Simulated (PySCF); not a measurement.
C3H2F3, SMILES C(/F)=C\[C](F)F, multiplicity 2. Atoms are numbered in the order given.

```xyz
8

F     -0.1964     2.6393     0.0000
C      0.3387     1.4236     0.0000
C     -0.4931     0.3153     0.0000
C     -0.0590    -0.9819     0.0000
F     -0.8529    -2.0236     0.0000
F      1.2077    -1.3291     0.0000
H      1.4297     1.4071     0.0000
H     -1.5740     0.4714     0.0000
```
Charge 0, spin multiplicity 2.

The structure is a stationary point at PBE0-D3(BJ)/def2-SVP. The isomer is the one that the SMILES or the coordinates give; other isomers of the formula were not compared. The values are those of a single conformer.

The numbers are results of PBE0/pcH-1 (PySCF), not measurements.

Unrestricted Kohn–Sham, ⟨S²⟩ = 0.784. Hyperfine tensors hold the contact and dipolar terms, without spin-orbit corrections.

Computed hyperfine couplings:
```json
[
 {"nucleus": "19F no. 1", "A(iso) (MHz)": "113.9", "A(iso) (G)": "40.6", "dipolar principal values (MHz)": "-205.5, -165.4, 370.8"},
 {"nucleus": "13C no. 2", "A(iso) (MHz)": "73.6", "A(iso) (G)": "26.3", "dipolar principal values (MHz)": "-58.7, -58.4, 117.1"},
 {"nucleus": "13C no. 3", "A(iso) (MHz)": "-61.3", "A(iso) (G)": "-21.9", "dipolar principal values (MHz)": "-32.5, 13.5, 19.0"},
 {"nucleus": "13C no. 4", "A(iso) (MHz)": "70.1", "A(iso) (G)": "25.0", "dipolar principal values (MHz)": "-55.8, -53.6, 109.4"},
 {"nucleus": "19F no. 5", "A(iso) (MHz)": "95.9", "A(iso) (G)": "34.2", "dipolar principal values (MHz)": "-161.4, -129.8, 291.1"},
 {"nucleus": "19F no. 6", "A(iso) (MHz)": "86.5", "A(iso) (G)": "30.9", "dipolar principal values (MHz)": "-141.2, -107.5, 248.7"},
 {"nucleus": "1H no. 7", "A(iso) (MHz)": "-53.7", "A(iso) (G)": "-19.2", "dipolar principal values (MHz)": "-24.4, -1.9, 26.3"},
 {"nucleus": "1H no. 8", "A(iso) (MHz)": "14.2", "A(iso) (G)": "5.1", "dipolar principal values (MHz)": "-5.3, -2.5, 7.8"}
]
```

**Question.** And the g tensor (effective nuclear charges for spin-orbit coupling, GIAO)? (An estimate is asked for; the answer gives what the named calculation found.)

**Answer.** principal values 2.0019, 2.0053, 2.0058; isotropic 2.0043.
